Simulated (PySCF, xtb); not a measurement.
CdGeH6Si, SMILES [GeH3][Cd][SiH3].

GFN2-xTB in xtb at its own geometry gives an orbital gap of 3.34 eV and a dipole moment of 4.68 D.

Coordinates come from a B3LYP-D3(BJ)/def2-SVP optimisation. The structure was generated by enumeration; whether it is a known compound was not checked. The def2 effective core potentials stand for the cores of Cd; spin–orbit coupling is left out.

Q: What does PBE0/def2-TZVPD (PySCF) give? (Estimate from the structure and the level; the computed values follow.)

A: gap 5.36 eV (levels -6.70 and -1.34 eV), dipole 0.28 D.
